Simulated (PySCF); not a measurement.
## Basis-set dependence of population analyses: `CO[Si](C)(OC)OC`

Species: C4H12O3Si.
Structure used (PBE0-D3(BJ)/def2-SVP), in Å, numbered top down from 1:
```xyz
20
C4H12O3Si angstrom
C     -2.306    1.412   -0.186
O     -1.506    0.327   -0.560
Si    -0.041   -0.069    0.088
C     -0.228   -0.784    1.794
O      0.686   -1.141   -0.934
C      0.123   -2.325   -1.420
O      0.878    1.302    0.106
C      2.258    1.364    0.323
H     -1.758    2.367   -0.261
H     -3.178    1.460   -0.857
H     -2.684    1.314    0.849
H      0.750   -1.048    2.226
H     -0.844   -1.697    1.775
H     -0.715   -0.067    2.474
H     -0.822   -2.136   -1.959
H      0.831   -2.796   -2.120
H     -0.083   -3.052   -0.612
H      2.812    0.727   -0.389
H      2.595    2.403    0.189
H      2.534    1.051    1.348
```

PBE0 throughout (PySCF), one geometry, spherical d and f functions. Isolated species at its PBE0-D3(BJ)/def2-SVP geometry (one conformer only). Atoms taken as equivalent share a column and are averaged.

Mulliken charges (e):

```json
{"basis": "STO-3G", "functions": "56", "C1/C6/C8": "-0.132", "O2/O5/O7": "-0.389", "Si3": "+1.097", "C4": "-0.430", "H9 (×9)": "+0.075", "H12/H13/H14": "+0.074"}
{"basis": "pcSseg-0", "functions": "100", "C1/C6/C8": "-0.292", "O2/O5/O7": "-0.877", "Si3": "+2.055", "C4": "-1.304", "H9 (×9)": "+0.218", "H12/H13/H14": "+0.264"}
{"basis": "6-31G", "functions": "100", "C1/C6/C8": "-0.202", "O2/O5/O7": "-0.732", "Si3": "+1.524", "C4": "-0.874", "H9 (×9)": "+0.171", "H12/H13/H14": "+0.204"}
{"basis": "6-31G*", "functions": "140", "C1/C6/C8": "-0.259", "O2/O5/O7": "-0.565", "Si3": "+1.150", "C4": "-0.801", "H9 (×9)": "+0.170", "H12/H13/H14": "+0.197"}
{"basis": "cc-pVDZ", "functions": "176", "C1/C6/C8": "+0.079", "O2/O5/O7": "-0.422", "Si3": "+0.775", "C4": "-0.304", "H9 (×9)": "+0.041", "H12/H13/H14": "+0.062"}
{"basis": "def2-SVP", "functions": "176", "C1/C6/C8": "+0.139", "O2/O5/O7": "-0.508", "Si3": "+0.933", "C4": "-0.389", "H9 (×9)": "+0.038", "H12/H13/H14": "+0.074"}
{"basis": "pcSseg-1", "functions": "203", "C1/C6/C8": "-0.020", "O2/O5/O7": "-0.646", "Si3": "+1.310", "C4": "-0.689", "H9 (×9)": "+0.106", "H12/H13/H14": "+0.142"}
{"basis": "aug-cc-pVDZ", "functions": "296", "C1/C6/C8": "+0.848", "O2/O5/O7": "-1.049", "Si3": "+3.051", "C4": "+0.477", "H9 (×9)": "-0.222", "H12/H13/H14": "-0.309"}
{"basis": "6-311+G(2d,p)", "functions": "296", "C1/C6/C8": "-0.340", "O2/O5/O7": "-0.702", "Si3": "+2.165", "C4": "-0.934", "H9 (×9)": "+0.153", "H12/H13/H14": "+0.173"}
{"basis": "def2-TZVP", "functions": "326", "C1/C6/C8": "-0.220", "O2/O5/O7": "-0.344", "Si3": "+0.708", "C4": "-0.535", "H9 (×9)": "+0.122", "H12/H13/H14": "+0.140"}
```

IAO charges (e):

```
        basis  functions  C1/C6/C8  O2/O5/O7     Si3      C4  H9 (×9)  H12/H13/H14
       STO-3G         56    -0.259    -0.458  +1.325  -0.667   +0.121       +0.135
     pcSseg-0        100    -0.210    -0.611  +1.505  -0.784   +0.138       +0.168
        6-31G        100    -0.229    -0.608  +1.467  -0.775   +0.145       +0.171
       6-31G*        140    -0.189    -0.637  +1.585  -0.771   +0.133       +0.157
      cc-pVDZ        176    -0.187    -0.632  +1.568  -0.767   +0.131       +0.157
     def2-SVP        176    -0.180    -0.632  +1.577  -0.761   +0.128       +0.154
     pcSseg-1        203    -0.188    -0.643  +1.595  -0.775   +0.133       +0.157
  aug-cc-pVDZ        296    -0.197    -0.643  +1.585  -0.782   +0.136       +0.162
6-311+G(2d,p)        296    -0.199    -0.652  +1.616  -0.792   +0.138       +0.163
    def2-TZVP        326    -0.196    -0.654  +1.632  -0.797   +0.136       +0.162
```

Hirshfeld charges (e):

```tsv
basis	functions	C1/C6/C8	O2/O5/O7	Si3	C4	H9 (×9)	H12/H13/H14
STO-3G	56	+0.038	-0.250	+0.646	-0.144	+0.011	+0.013
pcSseg-0	100	-0.021	-0.250	+0.554	-0.208	+0.038	+0.042
6-31G	100	-0.011	-0.270	+0.529	-0.204	+0.041	+0.048
6-31G*	140	-0.013	-0.240	+0.470	-0.203	+0.039	+0.046
cc-pVDZ	176	-0.031	-0.221	+0.501	-0.217	+0.038	+0.045
def2-SVP	176	-0.032	-0.225	+0.506	-0.220	+0.039	+0.044
pcSseg-1	203	-0.033	-0.234	+0.523	-0.223	+0.041	+0.044
aug-cc-pVDZ	296	-0.041	-0.238	+0.542	-0.228	+0.042	+0.048
6-311+G(2d,p)	296	-0.034	-0.240	+0.530	-0.218	+0.041	+0.045
def2-TZVP	326	-0.037	-0.232	+0.520	-0.222	+0.041	+0.046
```

ESP-fitted charges (e):

```
        basis  functions  C1/C6/C8  O2/O5/O7     Si3      C4  H9 (×9)  H12/H13/H14
       STO-3G         56    -0.307    -0.344  +1.223  -0.614   +0.108       +0.124
     pcSseg-0        100    -0.201    -0.569  +1.520  -0.882   +0.120       +0.198
        6-31G        100    -0.130    -0.558  +1.359  -0.753   +0.101       +0.182
       6-31G*        140    -0.215    -0.387  +1.003  -0.660   +0.110       +0.159
      cc-pVDZ        176    -0.185    -0.368  +0.956  -0.590   +0.097       +0.141
     def2-SVP        176    -0.155    -0.404  +1.042  -0.624   +0.092       +0.145
     pcSseg-1        203    -0.170    -0.442  +1.155  -0.702   +0.100       +0.160
  aug-cc-pVDZ        296    -0.297    -0.331  +0.976  -0.623   +0.121       +0.149
6-311+G(2d,p)        296    -0.311    -0.346  +1.011  -0.666   +0.128       +0.159
    def2-TZVP        326    -0.287    -0.344  +1.004  -0.653   +0.120       +0.154
```

Some averages cover members that differ in this geometry, most widely: H9 (×9), Mulliken in aug-cc-pVDZ -0.343 to -0.162; H9 (×9), ESP-fitted in aug-cc-pVDZ +0.099 to +0.149; H9 (×9), ESP-fitted in def2-TZVP +0.099 to +0.148; H9 (×9), ESP-fitted in 6-311+G(2d,p) +0.107 to +0.155 e.

Task: Which scheme is steadiest as the basis changes?

Result: Largest range over the bases for any column: Hirshfeld 0.18 e, IAO 0.31 e, ESP-fitted 0.56 e, Mulliken 2.34 e. Hirshfeld charges move least and Mulliken charges most, counted in e. Without the minimal STO-3G basis the ranges are Hirshfeld 0.08, IAO 0.16, ESP-fitted 0.56, Mulliken 2.34 e.

Task: How much do the charges still move between the two largest bases, 6-311+G(2d,p) and def2-TZVP?

Result: At most, over all atoms: Mulliken 1.457 e, IAO 0.016 e, Hirshfeld 0.010 e, ESP-fitted 0.025 e.

Task: What do the same runs give for the total energy, the frontier levels and the dipole moment?

Result: 
```tsv
basis	energy (Eh)	HOMO (eV)	LUMO (eV)	μ (D)
STO-3G	-665.9866	-4.01	6.60	1.21
pcSseg-0	-673.1293	-7.78	1.67	1.87
6-31G	-674.1561	-7.70	1.84	2.20
6-31G*	-674.3385	-7.71	2.12	1.44
cc-pVDZ	-674.3658	-7.71	1.57	1.37
def2-SVP	-673.9871	-7.80	1.52	1.40
pcSseg-1	-674.3164	-7.91	1.18	1.41
aug-cc-pVDZ	-674.4019	-7.90	-0.14	1.35
6-311+G(2d,p)	-674.5020	-7.97	0.07	1.37
def2-TZVP	-674.5460	-7.94	0.97	1.29
```

The dipole is fixed by the density alone, so its range of 0.99 D shows that the density itself changes with the basis, not only its division among atoms.
